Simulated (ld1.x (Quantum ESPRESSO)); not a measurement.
Ranking TM potentials for calcium

All share these settings but for the change named:

calcium, norm-conserving Troullier–Martins (Kleinman–Bylander form), made with ld1.x (Quantum ESPRESSO) 7.5 (PBE, scalar-relativistic). Core [Ne] 3s2, reference 3p6 3d0 4s1.75 4p0 (charge +0.25). Waves: 4s (bound): rc 3.40 bohr; 3p (bound): rc 1.30 bohr; 3d (bound, empty): rc 2.15 bohr. Local part: all-electron potential smoothed inside 3.35 bohr (lloc = -2). Core correction: a·sin(br)/r model core, default radius (core density twice the valence density).

Cutoff: the first of the cutoffs (Ry, on a coarse ladder) from which the occupation-weighted sum of valence levels, in a spherical-Bessel basis at the reference potential, stays within 10 and 1 mRy of its value at 400 Ry; the density cutoff is not measured.

The base gives 55 Ry.

Of 7 variants that were run, those that failed, showed a ghost or another fault, or gave nearly equal values are left out.

A variant can come out equal or close to the base.

Task: Rank these variants from softest to hardest (loose cutoff).
A. all radii but the core radius scaled by about 1.29 (s 4.40, p 1.68, d 2.78 bohr); local potential all-electron potential smoothed inside 4.34 bohr (lloc = -2)
B. wave 3p (bound): rc 1.30 bohr becomes 3p (bound): rc 0.94 bohr
C. wave 4s (bound): rc 3.40 bohr becomes 4s (bound): rc 3.44 bohr

Result: A (30 Ry), C (55 Ry), B (120 Ry).
